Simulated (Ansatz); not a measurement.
Mulliken charges of AlBClFH2O2, SMILES `[OH][AlH][O]B(F)Cl` from B3LYP/def2-TZVPP in Ansatz (PBE0-D4/def2-TZVP geometry).

```csv
atom,x (Å),y (Å),z (Å),charge (e)
O1,-0.154,-2.078,-1.180,-0.403
Al2,-0.551,-1.151,0.164,0.584
O3,0.304,0.280,0.489,-0.292
B4,0.548,1.579,0.467,0.476
F5,1.579,2.099,1.112,-0.232
Cl6,-0.483,2.709,-0.429,-0.200
H7,0.512,-1.870,-1.832,0.179
H8,-1.663,-1.626,1.152,-0.113
```

Problem. By hand: the dipole of these point charges (1 e Å = 4.8032 D).

Solution. Σ q r = (-0.078, -0.345, 0.021) e Å, of length 0.354 e Å = 1.70 D.

Problem. How does the dipole of the full density compare? (Best estimate.)

Solution. Ansatz gave: (0.025, -0.281, -0.140) e Å, 1.51 D; the point charges give 1.13 times that, at 34° from its direction.

Point charges leave out the atoms' own dipoles, such as those of lone pairs, and Mulliken's split depends on the basis, so the two needn't agree.

B3LYP here is the variant with VWN-RPA as its local correlation; programs differ in this.
